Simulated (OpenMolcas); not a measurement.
Mn³⁺.

```yaml
Program: OpenMolcas
Basis: ANO-RCC-VQZP [7s6p4d3f2g1h]
Scalar_Hamiltonian: DKH2, point nucleus
Active_space: 4 electrons in 5 orbitals (3d)
State_averaging: 2S+1 = 5 even, 5 roots; 2S+1 = 3 even, 45 roots; 2S+1 = 1 even, 50 roots
Spin-orbit_coupling: RASSI with atomic mean-field integrals over the reference wave functions, term energies averaged over their components
```

Two sets of levels on these reference wave functions, in cm⁻¹ above 3d⁴ ⁵D₀: one from CASSCF and one from MS-CASPT2, IPEA 0.25 Eh, imaginary shift 0.1 Eh (closed shells correlated: 3s 3p).

```tsv
Level	Set 1	Set 2
3d⁴ ⁵D₀	0.0	0.0
3d⁴ ⁵D₁	101	98.9
3d⁴ ⁵D₂	297	293
3d⁴ ⁵D₃	580	574
3d⁴ ⁵D₄	939	936
3d⁴ ³H₄	21250	23820
3d⁴ ³H₅	21460	24030
3d⁴ ³H₆	21700	24260
3d⁴ ³P₀(1)	20560	25690
3d⁴ ³P₁(1)	21160	26280
3d⁴ ³P₂(1)	22220	27340
3d⁴ ³F₂(1)	22780	27400
3d⁴ ³F₃(1)	22860	27470
3d⁴ ³F₄(1)	22980	27590
3d⁴ ³G₃	25650	30010
3d⁴ ³G₄	25900	30260
```

Q: Which set is which?

A: Set 1 is MS-CASPT2. Its levels of the other terms of 3d⁴ lie at 0.80 to 0.89 of the other set's values, as expected, since terms of lower spin or lower L gain more correlation energy than the Hund ground term. Against 15 measured levels (Corliss and Sugar, J. Phys. Chem. Ref. Data 6, 1253 (1977)) the mean absolute deviation is 64 cm-1 with it and 3100 cm-1 without; single levels miss by up to 230 cm-1 with it.

CASPT2 does not keep the components of a term degenerate, so their means are used; among the terms shown or strongly mixed into the levels shown the widest spread is 390 cm-1 (3d⁴ ³H, MS-CASPT2). Without dynamic correlation excited terms often stand tens of per cent too high (terms of higher spin than the ground term too low), and those without a measured partner can miss by more than the paired ones (holds for CASSCF). The CASPT2 spread within a term exceeds the gap to the next term for 3d⁴ ³H and 3d⁴ ³P(1), so the order of their levels is uncertain (holds for MS-CASPT2). Measured partners are found by configuration, term and J. A level has none where our copy of the source lacks it or the pairing is in doubt (some pairs that miss far off the trend of their configuration count as doubtful), and it then counts in no deviation. Levels of configurations outside the active space are missing. Levels that lie high or do not pair safely by name in every column are left out.

A number in round brackets counts repeated terms of one configuration in the order of the reference energies.
